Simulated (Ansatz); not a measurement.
OsO₃⁻: single points at one geometry.

```yaml
crystal:
  periodic: [false, false, false]
  atoms:
    - {symbol: Os, position_ang: [-0.789545, 0.035374, -0.004739]}
    - {symbol: O, position_ang: [2.308721, -0.102960, 0.013430]}
    - {symbol: O, position_ang: [1.005092, -0.044488, 0.005534]}
    - {symbol: O, position_ang: [-2.524278, 0.112075, -0.014225]}
basis:
  gaussian: {orbitals: def2-SVPD, initial_orbitals: start.molden}
total_charge: -1
magnetization: {spin_polarized: true, initial_magnetization: 1}
correlation: {method: ccsd_t}
scf: {omitted_lower_state_checks: [starts, cluster_reference]}
output: {orbitals: {seedname: orbitals}}
```

The file start.molden holds the orbitals of an earlier run on this structure, at another level or in another basis.

```sh
$ ansatz run in.yaml --threads 4 --pin off --events-out ev --progress --plain --max-ram 3916MiB
```

It prints (some lines left out):

```
Functional definition: HF
988 factors; integrals over basis functions are off by at most 8.7e-4 eV
mean field evaluation 1: about -8545.7229 eV, gradient 2.4e1 eV
mean field evaluation 2: about -8547.4233 eV, gradient 2.0e0 eV
mean field evaluation 4: about -8547.5519 eV, gradient 5.5e-1 eV
mean field evaluation 8: about -8547.8754 eV, gradient 1.5e0 eV
mean field evaluation 16: about -8548.0682 eV, gradient 1.8e-6 eV
mean field evaluation 32: about -8548.0682 eV, gradient 2.9e-3 eV
mean field -8548.06818656 eV, -314.1357117674 hartree, gradient 2.3e-10 eV, S^2 2.059086; 0 other end points of the search recorded, 0 dependent functions left out
3 core orbitals not correlated: weight in the atoms' cores, before any rotation towards them, 1.000 or more for the frozen orbitals, at most 0.000 for the correlated occupied ones
reference -8548.06818656 eV, -314.1357117674 hartree; 18, 17 occupied and 83, 84 virtual orbitals, 988 factors
second order -25.08096016 eV of doubles, -0.00000000 eV of singles
cycle   1  -23.42346255 eV  change     1.7e0 eV  update   2.4e-1
cycle   2  -24.72456056 eV  change    -1.3e0 eV  update   1.0e-1
cycle   3  -25.22583170 eV  change   -5.0e-1 eV  update   9.8e-2
cycle   4  -25.61926347 eV  change   -3.9e-1 eV  update   6.7e-2
cycle   5  -25.75430948 eV  change   -1.4e-1 eV  update   4.7e-2
cycle   6  -25.89417369 eV  change   -1.4e-1 eV  update   2.8e-2
cycle   7  -25.95020109 eV  change   -5.6e-2 eV  update   1.9e-2
cycle   8  -25.97981866 eV  change   -3.0e-2 eV  update   1.1e-2
cycle   9  -26.00173436 eV  change   -2.2e-2 eV  update   6.3e-3
cycle  10  -26.00171573 eV  change    1.9e-5 eV  update   2.7e-3
cycle  11  -26.00053540 eV  change    1.2e-3 eV  update   1.5e-3
cycle  12  -26.00312540 eV  change   -2.6e-3 eV  update   8.5e-4
cycle  13  -26.00257268 eV  change    5.5e-4 eV  update   5.0e-4
cycle  14  -26.00221103 eV  change    3.6e-4 eV  update   3.0e-4
cycle  15  -26.00279722 eV  change   -5.9e-4 eV  update   1.8e-4
cycle  16  -26.00285564 eV  change   -5.8e-5 eV  update   1.0e-4
cycle  17  -26.00319302 eV  change   -3.4e-4 eV  update   6.1e-5
cycle  18  -26.00326237 eV  change   -6.9e-5 eV  update   3.0e-5
cycle  19  -26.00330720 eV  change   -4.5e-5 eV  update   2.2e-5
cycle  20  -26.00332438 eV  change   -1.7e-5 eV  update   1.7e-5
perturbative correction -1.60229425 eV, -0.0588832275 hartree
WARN: the results are in doubt because among natural orbitals full CI differs from the method by -0.143 eV
Total energy: -8575.67380519 eV, -315.1501995404 hartree
In doubt: among natural orbitals full CI differs from the method by -0.143 eV
Checks for a lower state left out: starts, cluster_reference
```

Hardware: 4 threads of Intel Xeon on a shared host. Wall time 2.2 min, peak host memory 1.3 GiB.

The first input with `gaussian: {orbitals: def2-TZVPD, initial_orbitals: start.molden}`, `hamiltonian: {xc: r2scan, dispersion: d4}`, `scf: {omitted_lower_state_checks: [starts]}` and without the key `correlation` (abridged; 46 s):

```
Functional definition: r2SCAN
mean field evaluation 16: about -8608.9526 eV, gradient 8.2e-5 eV
mean field -8608.95264680 eV, -316.3731744123 hartree, gradient 6.1e-6 eV, S^2 0.790073
Total energy: -8608.97122698 eV, -316.3738572212 hartree
Checks for a lower state left out: starts
```

As the first input, with `gaussian: {orbitals: def2-TZVPD, initial_orbitals: start.molden}`, `hamiltonian: {xc: pbe, dispersion: d4}`, `scf: {omitted_lower_state_checks: [starts]}`, `output: {forces: true, orbitals: {seedname: orbitals}}` and without the key `correlation` (abridged; 65 s):

```
Functional definition: PBE
mean field evaluation 16: about -8606.4039 eV, gradient 1.1e-6 eV
mean field evaluation 32: about -8606.4039 eV, gradient 1.6e-8 eV
mean field -8606.40385385 eV, -316.2795079988 hartree, gradient 2.2e-10 eV, S^2 0.766179
Total energy: -8606.48789389 eV, -316.2825964133 hartree
Atom 0 force     0.000492     0.000017    -0.000100 eV/Å
Atom 1 force    -0.000600     0.000195    -0.000186 eV/Å
Atom 2 force     0.001593    -0.000320     0.000310 eV/Å
Atom 3 force    -0.001485     0.000108    -0.000023 eV/Å
Dipole moment:    -0.261850     0.011808    -0.001644 e Å
Checks for a lower state left out: starts
```

As the first input, with `gaussian: {orbitals: def2-TZVPD, initial_orbitals: start.molden}`, `hamiltonian: {xc: pbe0, dispersion: d4}`, `scf: {omitted_lower_state_checks: [starts]}` and without the key `correlation` (abridged; 31 s):

```
Functional definition: PBE0
mean field -8603.23633029 eV, -316.1631036552 hartree, gradient 6.6e-6 eV, S^2 0.793368
Total energy: -8603.30716198 eV, -316.1657066718 hartree
Checks for a lower state left out: starts
```

As the first input, with `gaussian: {orbitals: def2-TZVPD, initial_orbitals: start.molden}`, `hamiltonian: {xc: lda}`, `scf: {omitted_lower_state_checks: [starts]}` and without the key `correlation` (abridged; 15 s):

```
Functional definition: SPW92
mean field -8564.61679864 eV, -314.7438620441 hartree, gradient 2.4e-6 eV, S^2 0.761300
Total energy: -8564.61683878 eV, -314.7438635195 hartree
Checks for a lower state left out: starts
```

As the first input, with `gaussian: {orbitals: def2-TZVPD, initial_orbitals: start.molden}`, `hamiltonian: {xc: {name: wB97M-V}}`, `scf: {omitted_lower_state_checks: [starts]}` and without the key `correlation` (abridged; 2.2 min):

```
Functional definition: wB97M-V
mean field -8605.44301525 eV, -316.2441978318 hartree, gradient 4.2e-6 eV, S^2 0.791924
Total energy: -8605.44306428 eV, -316.2441996335 hartree
Checks for a lower state left out: starts
```

Geometry: PBE-D4/def2-TZVPD.

In the def2 sets Os takes a core potential; there is no spin–orbit coupling. Correlated methods freeze 3 core orbitals; core or outer-core shells of Os are correlated, in sets that lack core-valence functions. The structure holds one bond between oxygen atoms, so isomers without such links may lie far lower. At CCSD(T)/def2-SVPD the program marks the result for the charge -1 doublet as doubtful (large difference). At CCSD(T)/def2-SVPD T1 of the charge -1 doublet is large (up to 0.087), so the single-reference result is doubtful. At CCSD(T)/def2-SVPD the charge -1 doublet is spin-contaminated (final ⟨S²⟩ up to 2.06, 0.75 for a pure state). Another isomer (doublet) lies 4.37 eV lower at PBE0-D4/def2-TZVPD; other spin states weren't run for this one.
